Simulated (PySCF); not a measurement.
Geometry:
```csv
atom,x (Å),y (Å),z (Å)
C1,1.773,0.488,0.433
Si2,0.744,-0.091,-1.037
Si3,-1.259,-1.017,-0.255
F4,-2.180,-1.469,-1.530
P5,-2.466,0.431,0.998
H6,1.222,1.234,1.025
H7,2.712,0.949,0.090
H8,2.029,-0.355,1.093
H9,1.506,-1.084,-1.858
H10,0.388,1.070,-1.914
H11,-1.043,-2.226,0.599
H12,-1.448,0.451,2.004
H13,-1.970,1.602,0.344
```

Geometry: PBE0-D3(BJ)/def2-SVP; GIAO absolute shieldings from PySCF 2.14, gas phase, non-relativistic, averaged over equivalent atoms.

At WP04/pcSseg-1 (146 basis functions, 18 s wall time on 1 thread of an Arm Neoverse N1, shared host):
| atoms | σ (ppm) |
| --- | --- |
| C1 | 181.0 |
| Si3 | 303.1 |
| Si2 | 395.3 |
| F4 | 403.7 |
| P5 | 512.1 |
| H11 | 26.50 |
| H9 | 28.05 |
| H10 | 28.26 |
| H12/H13 | 30.20 |
| H6/H7/H8 | 31.39 |

Estimate the result of repeating the calculation with PBE0/pcSseg-2.

Results:


```csv
atoms,σ at PBE0/pcSseg-2,change
C1,196.0,+15.0
Si3,310.1,+7.0
Si2,412.2,+16.9
F4,394.6,-9.1
P5,560.9,+48.8
H11,25.23,-1.27
H9,27.03,-1.02
H10,27.32,-0.94
H12/H13,29.39,-0.81
H6/H7/H8,31.09,-0.30
```

The largest change is at P5 (phosphorus bonded to Si, 2 H). Cost: 313 basis functions, 48 s wall time on 1 thread of an Arm Neoverse V2, shared host.
